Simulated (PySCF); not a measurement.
SbI2, SMILES [I][Sb+][I] (connectivity only; charge and spin as stated), charge +1, multiplicity 1.

Coordinates come from a PBE0-D3(BJ)/def2-SVP optimisation. The multiplicity is an assumed one; other spin states were not compared. The isomer is the one that the SMILES or the coordinates give; other isomers of the formula were not compared. The def2 effective core potentials stand for the cores of I, Sb; spin–orbit coupling is left out.

These are PBE0-D3(BJ)/def2-SVP (PySCF) values and carry that method's errors.

Frequencies are harmonic and unscaled.

Computed normal modes with their intensities:
| mode | ν (cm⁻¹) | IR (km/mol) | moving atoms (share of kinetic energy) |
|---|---|---|---|
| 1 | 72 | 0.5 | I 79 %, Sb 21 % |
| 2 | 230 | 7.5 | I 53 %, Sb 47 % |
| 3 | 238 | 37.2 | Sb 56 %, I 44 % |
